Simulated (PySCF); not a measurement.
**C3H8BrGeN: core ionisation energies**

C3H8BrGeN.
Atom-mapped SMILES: `[CH2:1]=[CH:2][CH2:3][Ge@H:4]([NH2:5])[Br:6]`

Geometry (PBE0-D3(BJ)/def2-SVP, Å), atoms numbered from 1 in this order:
```xyz
14
C3H8BrGeN angstrom
C      1.8167    1.1527    0.1621
C      1.3925   -0.1149    0.1693
C      0.4635   -0.7135   -0.8308
Ge    -1.3588   -0.7527   -0.1207
N     -1.7398    0.9119    0.4897
Br    -1.3549   -2.3755    1.5669
H      2.4787    1.5346    0.9432
H      1.5272    1.8479   -0.6328
H      1.7046   -0.7744    0.9884
H      0.4289   -0.1248   -1.7611
H      0.7385   -1.7499   -1.0790
H     -2.4511   -1.1954   -1.1037
H     -2.6473    1.0309    0.9304
H     -1.0139    1.3073    1.0832
```

Computed with delta-SCF UKS SCAN, pcX-2 on the ionised atom, pcseg-1 elsewhere, spin-free X2C (PySCF 2.14.0). Each binding energy is the total energy of the core-ionised species, with the hole localised on one atom, minus that of the ground state; both are solved self-consistently, so orbital relaxation is included.

Q: List the computed XPS lines with their assignment.

A: 
```csv
atom(s),bonded to,level,binding energy (eV),above the level's lowest (eV),count
C1,C (double bond) and 2 H,C 1s,290.12,0.00,1
C3,"C, 2 H and Ge",C 1s,290.67,+0.55,1
C2,"C (double bond), C and H",C 1s,290.79,+0.67,1
N5,2 H and Ge,N 1s,404.65,0.00,1
```

Lowest listed C 1s: C1, bonded to C (double bond) and 2 H. Highest, 0.67 eV above it: C2, bonded to C (double bond), C and H. The widest gap between neighbouring values is 0.55 eV, between 290.12 and 290.67 eV. Summing the Pauling electronegativity differences to the bonded atoms, each weighted by its formal bond order, gives -0.70 for the lowest site and -0.35 for the highest; no listed site has a larger sum than the highest. The smallest sum, -1.24, belongs to C3, 0.55 eV above the lowest.

Q: Which effective nuclear charge Zeff reproduces each element's mean 1s value in the hydrogen-like formula E = 13.606 eV × Zeff²?

A: C (Z = 6): mean 290.5 eV, Zeff = 4.62, Z − Zeff = 1.38; N (Z = 7): mean 404.6 eV, Zeff = 5.45, Z − Zeff = 1.55. Means run over the listed sites, weighted by atom count.

Q: Which photon wavelength matches the C 1s of C1 threshold?

A: λ = hc/E = 12398.42 eV Å / 290.12 eV = 42.735 Å.

No level of bromine or germanium is listed. Isolated species at its PBE0-D3(BJ)/def2-SVP geometry (one conformer only).
